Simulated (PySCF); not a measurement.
Species: `C[SiH2][Si@@](O)([SiH3])O[SiH3]`. The columns A, B, C and D hold Mulliken, IAO, Hirshfeld and ESP-fitted charges (e) of one PBE0/pcSseg-1 density (PySCF), in a shuffled order. Coordinates in Å (GFN2-xTB); the density's dipole moment is (0.36, -1.07, 0.11) D.

```json
{"atom": "C1", "x": "-2.857", "y": "-1.167", "z": "0.087", "A": "-0.522", "B": "-0.214", "C": "-0.621", "D": "-0.704"}
{"atom": "Si2", "x": "-1.032", "y": "-1.395", "z": "0.571", "A": "+0.373", "B": "+0.236", "C": "+0.249", "D": "+0.406"}
{"atom": "Si3", "x": "0.268", "y": "0.128", "z": "-0.603", "A": "+0.481", "B": "+0.333", "C": "+0.789", "D": "+0.958"}
{"atom": "O4", "x": "0.340", "y": "-0.254", "z": "-2.194", "A": "-0.672", "B": "-0.313", "C": "-0.556", "D": "-0.793"}
{"atom": "Si5", "x": "-0.132", "y": "2.404", "z": "-0.657", "A": "+0.264", "B": "+0.206", "C": "+0.144", "D": "+0.247"}
{"atom": "O6", "x": "1.794", "y": "-0.121", "z": "-0.032", "A": "-0.448", "B": "-0.311", "C": "-0.738", "D": "-0.891"}
{"atom": "Si7", "x": "3.002", "y": "-0.025", "z": "1.028", "A": "+0.572", "B": "+0.387", "C": "+0.732", "D": "+0.888"}
{"atom": "H8", "x": "-3.012", "y": "-1.357", "z": "-0.972", "A": "+0.126", "B": "+0.041", "C": "+0.142", "D": "+0.155"}
{"atom": "H9", "x": "-3.197", "y": "-0.155", "z": "0.288", "A": "+0.116", "B": "+0.040", "C": "+0.140", "D": "+0.152"}
{"atom": "H10", "x": "-3.502", "y": "-1.844", "z": "0.638", "A": "+0.144", "B": "+0.043", "C": "+0.145", "D": "+0.158"}
{"atom": "H11", "x": "-0.942", "y": "-1.215", "z": "2.032", "A": "-0.126", "B": "-0.083", "C": "-0.063", "D": "-0.110"}
{"atom": "H12", "x": "-0.720", "y": "-2.826", "z": "0.352", "A": "-0.109", "B": "-0.077", "C": "-0.056", "D": "-0.101"}
{"atom": "H13", "x": "0.782", "y": "-1.036", "z": "-2.514", "A": "+0.433", "B": "+0.179", "C": "+0.247", "D": "+0.368"}
{"atom": "H14", "x": "0.694", "y": "3.202", "z": "-1.573", "A": "-0.059", "B": "-0.064", "C": "-0.045", "D": "-0.082"}
{"atom": "H15", "x": "0.051", "y": "3.014", "z": "0.669", "A": "-0.117", "B": "-0.080", "C": "-0.070", "D": "-0.103"}
{"atom": "H16", "x": "-1.526", "y": "2.681", "z": "-1.031", "A": "-0.093", "B": "-0.078", "C": "-0.066", "D": "-0.099"}
{"atom": "H17", "x": "4.152", "y": "-0.589", "z": "0.325", "A": "-0.115", "B": "-0.081", "C": "-0.126", "D": "-0.143"}
{"atom": "H18", "x": "3.201", "y": "1.381", "z": "1.379", "A": "-0.114", "B": "-0.081", "C": "-0.123", "D": "-0.152"}
{"atom": "H19", "x": "2.625", "y": "-0.817", "z": "2.200", "A": "-0.134", "B": "-0.083", "C": "-0.123", "D": "-0.152"}
```

Question: Which column most likely holds the ESP-fitted charges?

Answer: A. Σ q r misses the density's dipole by 0.05 D (A), 0.62 D (B), 1.94 D (C), 2.43 D (D). Charges fitted to the outside potential are the only set here that is tied to the molecule's multipoles.

Question: And the Hirshfeld charges?

Answer: B. The mean sizes are 0.154 e (B), 0.264 e (A), 0.272 e (C), 0.351 e (D), and Hirshfeld charges are commonly the smallest of these schemes.

As computed, A = ESP-fitted, B = Hirshfeld, C = Mulliken, D = IAO. Hydrogens on carbon: ESP-fitted +0.12 to +0.14, Hirshfeld +0.04 to +0.04, Mulliken +0.14 to +0.14, IAO +0.15 to +0.16 e.

The Mulliken scheme counts on each atom the diagonal of the density matrix times the overlap matrix over that atom's basis functions. The Hirshfeld scheme divides the density at each point in proportion to the densities of the neutral, spherically averaged free atoms.

Isolated species at its GFN2-xTB geometry (one conformer only).

Conformer computed: `[CH3:1][SiH2:2][Si@@:3]([OH:4])([SiH3:5])[O:6][SiH3:7]`: C1–Si2–Si3–O4 -70°, Si2–Si3–O6–Si7 -76°, H–O4–Si3–Si2 -67°.
